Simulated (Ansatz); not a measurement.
`[OH][AlH][C]#CS` + H₂Te → `SC#C[TeH]` + `[OH][AlH2]` at 700 K and 1 bar (substitution at a C–Al bond).

Gas-phase electronic energies from Ansatz, PBE0-D4/def2-TZVP geometries. CCSD(T)/CBS adds triple-zeta CCSD(T) − MP2 to the extrapolated MP2 energy (def2 sets, frozen cores). This one scheme is used for every species. Elements past krypton have def2 core potentials. For Te outer-core shells are correlated without core-valence functions, which leaves a few kJ/mol of doubt a bond. Each species was taken in one conformer, which may not be the lowest.

```csv
species,CCSD(T)/CBS energy (Eh),H − E (kJ/mol),S (J/(mol·K))
`[OH][AlH][C]#CS`,-792.87812,178.7,466.0
H₂Te,-268.91024,57.2,261.6
`SC#C[TeH]`,-742.72190,123.4,414.0
`[OH][AlH2]`,-319.03157,111.2,312.7
```

H − E and S are ideal-gas, rigid-rotor, harmonic terms from PBE0-D4/def2-TZVP, for one conformer and one mirror image of each species. 1 Eh = 2625.50 kJ/mol, R = 8.31446 J/(mol·K).

Problem. By hand: ΔE, ΔH, ΔS and ΔG.

Solution. ΔE = (-742.72190) + (-319.03157) − (-792.87812) − (-268.91024) = 0.03489 Eh = 91.6 kJ/mol. Δ(H − E) = 123.4 + 111.2 − 178.7 − 57.2 = -1.3, so ΔH = 90.3 kJ/mol. ΔS = 414.0 + 312.7 − 466.0 − 261.6 = -0.9 J/(mol·K). ΔG = 90.3 − 700 × (-0.9)/1000 = 90.9 kJ/mol.

Problem. By hand: the equilibrium constant, and the temperature at which ΔG would vanish if ΔH and ΔS stayed fixed.

Solution. log₁₀ K = −ΔG/(RT ln 10) = -6.8. ΔH and −TΔS have one sign here, so there is no such temperature.

The number of gas molecules stays the same, so ΔS is small and ΔH decides. A doubt of 5 kJ/mol in ΔE shifts log₁₀ K by 0.4 here. Other conformers and mirror images would add mixing entropy, several J/(mol·K) or more a flexible species. These are equilibria of isolated gas molecules and say nothing of rates. Largest T1 diagnostic: 0.014 (customary marks: 0.02 for closed shells, 0.045 for open ones).

ΔS is within the doubt of such terms, so its sign, and with it that verdict, could turn.
